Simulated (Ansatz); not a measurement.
Ansatz (a first-principles code) job for Si(GeH3)2(H)2 (Ge2H8Si), SMILES [GeH3][SiH2][GeH3], PBE0/def2-SVPD. Coordinates come from a PBE0-D3(BJ)/def2-SVP optimisation.

Ansatz 0.2 input:
```yaml
crystal:
  periodic: [false, false, false]
  atoms:
    - {symbol: Si, position_ang: [0.06575643, -0.87188461, -0.68131109]}
    - {symbol: Ge, position_ang: [1.90306019, 0.51560858, -0.06700804]}
    - {symbol: Ge, position_ang: [-1.93288354, -0.12000850, 0.37617930]}
    - {symbol: H, position_ang: [0.34700353, -2.28439205, -0.27401685]}
    - {symbol: H, position_ang: [-0.11137073, -0.83832126, -2.16715154]}
    - {symbol: H, position_ang: [1.62592472, 1.97183521, -0.48564354]}
    - {symbol: H, position_ang: [2.10315799, 0.47989823, 1.45982271]}
    - {symbol: H, position_ang: [3.20528921, 0.04911251, -0.74416738]}
    - {symbol: H, position_ang: [-3.13679102, -0.99487662, -0.02045051]}
    - {symbol: H, position_ang: [-2.22859804, 1.33598699, -0.03070197]}
    - {symbol: H, position_ang: [-1.77085826, -0.17206080, 1.90718434]}
basis:
  gaussian:
    orbitals: def2-SVPD
hamiltonian:
  xc: {name: PBE0}
```

Log of the run:

```
WARN ansatz: RAYON_NUM_THREADS=1 ignored (pool sized by the plan → 1); use --threads N
Functional definition: PBE0
integrals: 0.13 GiB planned
1645 factors; their error is unknown
mean field: 1.03 GiB planned
mean field evaluation 1: about -121009.1082 eV, gradient 1.9e1 eV
mean field evaluation 2: about -121009.3678 eV, gradient 1.6e1 eV
mean field evaluation 4: about -121009.5836 eV, gradient 2.4e-1 eV
mean field evaluation 8: about -121010.0029 eV, gradient 1.6e-1 eV
mean field -121010.00295276 eV, -4447.0355849880 hartree, gradient 3.5e-5 eV, S^2 0.000000; 0 other end points of the search recorded, 0 dependent functions left out
reference -121010.00299187 eV, -4447.0355864253 hartree; 43, 43 occupied and 121, 121 virtual orbitals, 1645 factors
Total energy: -121010.00299187 eV, -4447.0355864253 hartree
```

The run converged.

Cost: about 7 core-seconds (a rough figure).
